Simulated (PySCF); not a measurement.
ZrN⁻: one state, many levels of theory

State: ¹Σ⁺ (singlet), closed shell. Set-up: Zr def2-TZVPPD with ECP28, N def2-TZVPPD; scalar-relativistic core potentials (PySCF 2.14). De refers to Zr⁻ (4d3 5s2) + N in their high-spin ground configurations, without counterpoise correction. A positive dipole points towards N; it is taken about the centre of mass and depends on that origin.

```csv
Level,Re (Å),ωe (cm⁻¹),De (eV),μ (D),"CPU s a point (SCF and correlation, without the integrals)"
RHF-MP2,1.766,933,n/a,n/a,1.2
RHF-CCSD,1.718,1025,n/a,n/a,n/a
RHF-CCSD(T),1.742,965,n/a,n/a,33
LDA,1.722,1012,n/a,-1.67,1.3
PBE,1.733,988,n/a,-1.43,1.7
revPBE,1.736,983,n/a,-1.29,1.8
r²SCAN,1.722,1016,n/a,-1.24,4.7
r²SCANh,1.714,1031,n/a,-1.24,6.2
PBE0,1.709,1039,n/a,-1.25,3.9
r²SCAN0,1.703,1053,n/a,-1.23,3.8
B97-3,1.711,1041,n/a,-1.27,2.1
ωB97X,1.697,1069,n/a,-1.33,3.6
```

The bond length runs from 1.697 Å (ωB97X) to 1.766 Å (RHF-MP2).

Correlated steps freeze 1 core orbital. De is left out where the level can put another filling of the metal’s s and d shells below the measured ground configuration, by anything from nothing to about 1 eV. Spin–orbit coupling is left out, which matters for elements this heavy, above all for dissociation energies. The highest Kohn–Sham level is positive in this anion. Much of that is self-interaction error, but it also means that the finite basis helps to hold the extra electron. The CCSD T1 diagnostic is raised, a sign that a single reference may not be enough here.

The whole job (state search and all levels along the bond) took about 8.7 min on 2 threads of Arm Neoverse V1 (shared host), peak memory 2 GiB.
